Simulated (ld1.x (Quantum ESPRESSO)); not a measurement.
# Pseudopotential generation for vanadium: PAW, LDA (PZ), fully relativistic.

V (Z = 23), PAW, made with ld1.x (Quantum ESPRESSO) 7.5 (LDA (PZ), fully relativistic). Core [Ar], reference 3d4 4s1 4p0. Waves: 4s (bound): rcut 3.00, rcutus 3.25 bohr; 4s channel at 0.2 Ry: rcut 3.00, rcutus 3.25 bohr; 4p (bound, empty): rcut 3.60, rcutus 3.95 bohr; 4p channel at 1 Ry: rcut 3.60, rcutus 3.95 bohr; 3d (bound): rcut 1.35, rcutus 1.55 bohr; 3d channel at 0.55 Ry: rcut 1.35, rcutus 1.55 bohr. Local part: all-electron potential smoothed inside 1.90 bohr (lloc = -1). Core correction: Bessel-smoothed model core, default radius (core density twice the valence density). Augmentation charge: BESSEL, radius 1.15 bohr.

Open shells are filled in proportion to 2j + 1 (rel_dist='average').

Poles of the logarithmic derivatives, all-electron (AE) and pseudo (PS). s: poles at 0.0, 2.6 (AE) and 0.0, 2.7 (PS) Ry. p1/2: poles at 0.5, 3.2 (AE) and 0.5, 2.8, 4.4 (PS) Ry. p3/2: poles at 0.5, 3.2 (AE) and 0.5, 2.8, 4.4 (PS) Ry. d3/2: poles at -0.2, 1.4, 4.1 (AE) and -0.2, 1.4, 4.1 (PS) Ry. d5/2: poles at -0.2, 1.4, 4.2 (AE) and -0.2, 1.4, 4.2 (PS) Ry. Test radius 4.30 bohr.

- Configuration tests: test run stopped at test 6 of 7 (negative rho), 3 before it not solved; not counted: 3d3 4s2 4p0 (solver errors, printed error -12.9 eV); 3d3 4s1 4p0 (solver errors, printed error -3.5 eV); 3d3 4s1 4p1 (solver errors, printed error -3.1 eV)

The ghost test of this file was not conclusive.
